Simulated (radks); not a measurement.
Spherical quantum dot in the effective-mass picture: electrons in a well V = -V0 / (1 + exp((r - R)/a)) with V0 = 22.6, R = 2.85, a = 0.086, with a point charge +2 (a donor) at the centre, all in effective atomic units (hartree* = m*/eps^2 hartree, bohr* = eps/m* bohr), one dielectric constant everywhere. Method: non-relativistic Kohn-Sham, LDA (Slater exchange, Perdew-Wang correlation), spin-polarised, spherical densities; computed with a radial shooting solver with Libxc functionals. Levels are named by radial order and angular momentum (1s, 1p, 1d, 2s, ...), and open shells are averaged over m. Results are scaled to m* = 0.042 and eps = 14.4, for which hartree* = 5.512 meV and bohr* = 18.14 nm.

N = 18, configuration 1s2 1p6 1d(up 5, down 3) 2s2. This is the lowest configuration that the search found. Occupied and some empty levels:

| level | occupation | eigenvalue (meV) | <r> (nm) |
|---|---|---|---|
| 1s up | 1 | -82.826 | 27.61 |
| 1s down | 1 | -82.671 | 27.29 |
| 1p up | 3 | -79.937 | 34.87 |
| 1p down | 3 | -79.727 | 34.83 |
| 2s up | 1 | -76.700 | 22.67 |
| 2s down | 1 | -76.604 | 22.92 |
| 1d up | 5 | -76.574 | 36.87 |
| 1d down | 3 | -76.357 | 36.87 |
| 1f up | 0 | -72.237 | 38.29 |
| 1f down | 0 | -72.018 | 38.30 |
| 1g up | 0 | -66.979 | 39.43 |
| 2p up | 0 | -66.807 | 27.20 |
| 1g down | 0 | -66.761 | 39.44 |
| 2p down | 0 | -66.684 | 27.18 |

Energy (meV): total -1824.53, kinetic 150.04, external -2353.4, Hartree 430.97, exchange-correlation -52.131.

Electron density:

| r (nm) | n(r) (e/nm^3) |
|---|---|
| 3.17 | 0.0003976 |
| 6.70 | 0.0001909 |
| 10.2 | 0.00009644 |
| 13.8 | 0.00005356 |
| 17.3 | 0.00003611 |
| 20.8 | 0.00003226 |
| 24.4 | 0.00003589 |
| 27.9 | 0.00004281 |
| 31.4 | 0.00004927 |
| 35.0 | 0.00005142 |
| 38.5 | 0.00004637 |
| 42.0 | 0.00003389 |
| 45.6 | 0.00001797 |
| 49.1 | 5.637e-06 |
| 52.6 | 8.239e-07 |
| 56.1 | 7.429e-08 |
| 59.7 | 5.978e-09 |
| 63.2 | 4.882e-10 |
| 66.7 | 4.112e-11 |
| 70.3 | 3.462e-12 |
